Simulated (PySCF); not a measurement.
Electron correlation in Mn⁺ (manganese, charge +1)

[Ar] 3d4 4s2, high-spin 5D determinant (an excited configuration). Computed with PySCF 2.14 in def2-QZVPPD, with no relativity, point nucleus. Frozen: [Ar]; 6 electrons correlated.

MP2 pair energies summed by pair of shells (mhartree):

```
 pair  energy  share (%)
3d-3d  -41.74       44.5
3d-4s  -26.51       28.3
4s-4s  -25.54       27.2
```

Total MP2 correlation energy: -93.79 mhartree.

Same-spin part -52.86 and opposite-spin part -40.93 mhartree; SCS-MP2 scales them by 1/3 and 6/5 to -66.73 mhartree.
